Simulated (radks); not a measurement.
Effect of the nuclear size on the silver ion Ag+, [Kr] 4d10. Calculated with a radial shooting solver on a logarithmic mesh with Libxc functionals: Dirac Kohn-Sham, exchange-only LDA, spin-unpolarised, spherical densities, finite nucleus; Fermi nuclear charge, rms radius 4.5454 fm. The rms radius is varied about that value; shifts are against it.

rms radius (fm)  total energy shift (eV)  density at nucleus (e/bohr^3)  1s1/2 shift (meV)  2s1/2 shift (meV)  4s1/2 shift (meV)  5s1/2 (empty) shift (meV)
3.85                              -0.797                      1.484e+05               -336              -37.5              -1.36                     -0.122
4.1545                            -0.462                      1.468e+05               -195              -21.8             -0.791                     -0.071
4.5454                                 0                      1.451e+05              0.000              0.000              0.000                      0.000
4.9408                             0.504                      1.434e+05                212               23.7              0.862                      0.077
5.1636                             0.804                      1.426e+05                339               37.8               1.38                      0.123

Slopes of the eigenvalues against <r^2> in GHz/fm^2, as finite differences over the two radii next to the reference (eigenvalue slopes, not the field-shift constants of lines): 1s1/2 13800, 2s1/2 1540, 4s1/2 55.9, 5s1/2 (empty) 5.01.
